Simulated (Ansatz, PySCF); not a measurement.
CH₃Mg, SMILES [CH3][Mg], multiplicity 2. Atoms are numbered in the order given.

```xyz
5

Mg     0.0000     0.0001    -0.9403
C      0.0000     0.0000     1.1779
H      0.8855    -0.5113     1.5682
H     -0.8855    -0.5113     1.5682
H      0.0000     1.0225     1.5684
```
Charge 0, spin multiplicity 2.

Geometry: r2SCAN-D4/def2-TZVP. The multiplicity is an assumed one; other spin states were not compared. The isomer is the one that the SMILES or the coordinates give; other isomers of the formula were not compared.

Two levels are set side by side: PBE-D3(BJ)/def2-TZVP (Ansatz, an electronic-structure program) and r2SCAN-D4/def2-TZVP (PySCF). Each level has its own optimised geometry; the coordinates shown are those of the second. Frequencies come from the Hessian of PySCF at each geometry. Differences are taken from unrounded values.

```csv
quantity,r2SCAN-D4
mean bond length (Å),1.350
bond Mg1–C2 (Å),2.118
bond C2–H3 (Å),1.094
bond C2–H4 (Å),1.094
bond C2–H5 (Å),1.094
highest harmonic wavenumber (cm⁻¹),3099
mean harmonic wavenumber (cm⁻¹),1626
zero-point energy (kcal/mol),20.92
```

Q: What does PBE-D3(BJ) give, and how far is it from r2SCAN-D4? (An estimate is asked for; the answer gives what the named calculation found.)

A: 
```json
[
 {"quantity": "mean bond length (Å)", "PBE-D3(BJ)": "1.359", "PBE-D3(BJ) minus r2SCAN-D4": "0.008"},
 {"quantity": "bond Mg1–C2 (Å)", "PBE-D3(BJ)": "2.133", "PBE-D3(BJ) minus r2SCAN-D4": "0.014"},
 {"quantity": "bond C2–H3 (Å)", "PBE-D3(BJ)": "1.101", "PBE-D3(BJ) minus r2SCAN-D4": "0.006"},
 {"quantity": "bond C2–H4 (Å)", "PBE-D3(BJ)": "1.101", "PBE-D3(BJ) minus r2SCAN-D4": "0.006"},
 {"quantity": "bond C2–H5 (Å)", "PBE-D3(BJ)": "1.101", "PBE-D3(BJ) minus r2SCAN-D4": "0.006"},
 {"quantity": "highest harmonic wavenumber (cm⁻¹)", "PBE-D3(BJ)": "3048", "PBE-D3(BJ) minus r2SCAN-D4": "-52"},
 {"quantity": "mean harmonic wavenumber (cm⁻¹)", "PBE-D3(BJ)": "1592", "PBE-D3(BJ) minus r2SCAN-D4": "-34"},
 {"quantity": "zero-point energy (kcal/mol)", "PBE-D3(BJ)": "20.48", "PBE-D3(BJ) minus r2SCAN-D4": "-0.44"}
]
```
